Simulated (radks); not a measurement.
Nb4+, 37 electrons, occupied as [Kr] 4d1. Calculated with a radial shooting solver on a logarithmic mesh with Libxc functionals: non-relativistic Kohn-Sham, r2SCAN, spin-polarised, spherical densities, point nucleus; open shells are filled with parallel spins first (spin-orbit coupling, left out, can overturn this in heavy ions); meta-GGA in the generalised Kohn-Sham scheme; relativity is left out, which matters for an element this heavy.

Unscreened Slater integrals over Kohn-Sham orbitals (eV). They are taken over the spin-up orbitals. Empty in this configuration: 5s.

integral,value
"F0(4d,4d)",15.509
"F2(4d,4d)",7.9812
"F4(4d,4d)",5.2841
"F0(4d,4p)",17.106
"F2(4d,4p)",8.6294
"G1(4d,4p)",10.825
"G3(4d,4p)",6.6681
"F0(4d,4s)",17.595
"G2(4d,4s)",7.9891
"F0(4d,3d)",20.706
"F2(4d,3d)",3.8827
"F4(4d,3d)",1.6875
"G0(4d,3d)",1.2837
"G2(4d,3d)",1.4343
"G4(4d,3d)",1.0768
"F0(4d,5s)",10.816
"G2(4d,5s)",1.9571
"F0(4p,4p)",19.387
"F2(4p,4p)",10.293
"F0(4p,4s)",20.133
"G1(4p,4s)",13.803
"F0(4p,3d)",25.028
"F2(4p,3d)",5.7319
"G1(4p,3d)",1.8370
"G3(4p,3d)",1.7687
"F0(4p,5s)",11.259
"G1(4p,5s)",0.99674
"F0(4s,4s)",20.987
"F0(4s,3d)",26.735
"G2(4s,3d)",2.1101
"F0(4s,5s)",11.392
"G0(4s,5s)",0.67861
"F0(3d,3d)",57.444
"F2(3d,3d)",28.277
"F4(3d,3d)",17.962
"F0(3d,5s)",12.454
"G2(3d,5s)",0.39051
"F0(5s,5s)",9.1555

Derived for the open shells (J is the average intra-shell exchange parameter used in DFT+U). 4d: Racah B = F2/49 - 5 F4/441 = 0.1030 eV, C = 35 F4/441 = 0.4194 eV, C/B = 4.07, F4/F2 = 0.662, J = (F2 + F4)/14 = 0.9475 eV.
